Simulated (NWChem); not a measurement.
Species: C₂H₅O₂ cation; SMILES COC=[OH+]

```xyz
9

C      0.5069    -1.4417    -0.0013
O     -0.6700    -0.5440    -0.0009
C     -0.5845     0.7180    -0.0003
O      0.4791     1.4338     0.0006
H      1.0792    -1.2728     0.9136
H      0.0760    -2.4399    -0.0068
H      1.0849    -1.2655    -0.9113
H     -1.5222     1.2718    -0.0005
H      1.3336     0.9515     0.0010
```
Atoms are numbered in this order, from 1.

Computed with NWChem. Coordinates come from a B3LYP/6-31G* (spherical d) optimisation. Level: PBE0/def2-SVP with SMD (1 M gas to 1 M solution), gas-phase geometry. Reactions with the solvent are ignored.

**Question.** Predict the results for solvent cyclohexane. Quantities: solvation free energy (kcal/mol); cavity-dispersion-structure term (kcal/mol).

**Answer.** 
```yaml
solvation free energy (kcal/mol): -33.2
cavity-dispersion-structure term (kcal/mol): 0.4
```
